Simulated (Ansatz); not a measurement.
Pb5⁺ (the lowest doublet isomer of a short search), 5 atoms. Hardware: 4 threads of Arm Neoverse V1 on a shared host.

In the def2 sets Pb takes a core potential; there is no spin–orbit coupling. Correlated methods freeze 20 core orbitals; core or outer-core shells of Pb are correlated, in sets that lack core-valence functions. In CCSD on the charge 1 doublet the largest single amplitude is 0.20, so its Hartree–Fock determinant may place the open shell otherwise than the density functionals do.

(1) How many basis functions does each of these Ansatz runs have, and roughly what does it cost? HF/def2-TZVP, charge 1 doublet, energy, from earlier orbitals; PBE0-D4/def2-TZVP, charge 1 doublet, energy, from earlier orbitals; MP2/def2-TZVP, charge 1 doublet, energy, from earlier orbitals; PBE-D4/def2-TZVP, charge 1 doublet, energy and forces, from earlier orbitals; r2SCAN-D4/def2-TZVP, charge 1 doublet, energy, from earlier orbitals; r2SCAN-D4/def2-SVP, charge 1 doublet, relaxation, 4 steps; BHLYP-D4/def2-TZVP, charge 1 doublet, energy, from earlier orbitals; PBE0-D4/def2-SVP, charge 1 doublet, energy, from earlier orbitals; PBE-D4/def2-SVP, charge 1 doublet, energy with a search over starts; HSE06-D4/def2-TZVP, charge 1 doublet, energy, from earlier orbitals; PBE-D4/def2-SVP, charge 1 doublet, energy, from earlier orbitals; CCSD(T)/def2-SVP, charge 1 doublet, energy, from earlier orbitals.

Results:

(1) Other jobs shared the machine, so times can vary by a factor of up to 3. A dash marks memory too small to be measured apart from the calling script's.

```
                                                                         run  functions  fitting or Cholesky vectors  wall time  peak host memory (GiB)
            PBE-D4/def2-SVP, charge 1 doublet, energy, from earlier orbitals        130                         1480      4.5 s                       –
           PBE0-D4/def2-SVP, charge 1 doublet, energy, from earlier orbitals        130                         1735        8 s                    0.73
PBE-D4/def2-TZVP, charge 1 doublet, energy and forces, from earlier orbitals        250                         1910      9.5 s                       –
         PBE-D4/def2-SVP, charge 1 doublet, energy with a search over starts        130                         1480       18 s                       –
         HSE06-D4/def2-TZVP, charge 1 doublet, energy, from earlier orbitals        250                         2455       21 s                     1.5
        r2SCAN-D4/def2-TZVP, charge 1 doublet, energy, from earlier orbitals        250                         1910       24 s                    0.65
                   r2SCAN-D4/def2-SVP, charge 1 doublet, relaxation, 4 steps        130                         1480       29 s                       –
          PBE0-D4/def2-TZVP, charge 1 doublet, energy, from earlier orbitals        250                         2150       31 s                     1.4
               HF/def2-TZVP, charge 1 doublet, energy, from earlier orbitals        250                         2455       31 s                     1.4
         BHLYP-D4/def2-TZVP, charge 1 doublet, energy, from earlier orbitals        250                         2475       44 s                     1.5
              MP2/def2-TZVP, charge 1 doublet, energy, from earlier orbitals        250                         2455       58 s                     1.8
           CCSD(T)/def2-SVP, charge 1 doublet, energy, from earlier orbitals        130                         1735    3.7 min                       3
```
